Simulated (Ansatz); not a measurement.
Consider the ligand exchange at the Sn–N bond: `C[N](C)[Sn][N](C)C` + H–F → `C[N](C)[Sn][F]` + `CNC`.

Isolated molecules relaxed with PBE0-D4/def2-TZVP in Ansatz; ΔE leaves out vibrations. CBS: MP2 limit from def2 TZ/QZ plus the TZ coupled-cluster correction, frozen cores. This one scheme is used for every species. DFT in def2-TZVPP. def2 core potentials past Kr. For Sn outer-core shells are correlated without core-valence functions, which leaves a few kJ/mol of doubt a bond. Each species was taken in one conformer, which may not be the lowest.

```json
{"level": "PBE-D4", "ΔE (kcal/mol)": "-21.8"}
{"level": "revPBE-D4", "ΔE (kcal/mol)": "-20.3"}
{"level": "BLYP-D4", "ΔE (kcal/mol)": "-22.6"}
{"level": "r2SCAN-D4", "ΔE (kcal/mol)": "-23.5"}
{"level": "r2SCAN0", "ΔE (kcal/mol)": "-24.0"}
{"level": "HF/def2-TZVPP", "ΔE (kcal/mol)": "-29.6"}
{"level": "SCS-MP2/def2-TZVPP", "ΔE (kcal/mol)": "-20.3"}
{"level": "CCSD/CBS(def2)", "ΔE (kcal/mol)": "-21.7"}
```

What does CCSD(T)/CBS give? (Estimate.)

Ansatz gave: -20.1 kcal/mol. The listed levels differ from it by -1.7, -0.2, -2.5, -3.4, -3.9, -9.5, -0.2, -1.6 kcal/mol.

Largest T1 diagnostic among the species: 0.017.

From BLYP to BHLYP (50 % exact exchange), in def2-TZVPP and without D4, ΔE moves by +1.0 kcal/mol. In def2-TZVPP, CCSD(T) changes the Hartree–Fock value by +10.3 kcal/mol (the triples alone add +1.6 kcal/mol) and MP2 by +12.1 kcal/mol.
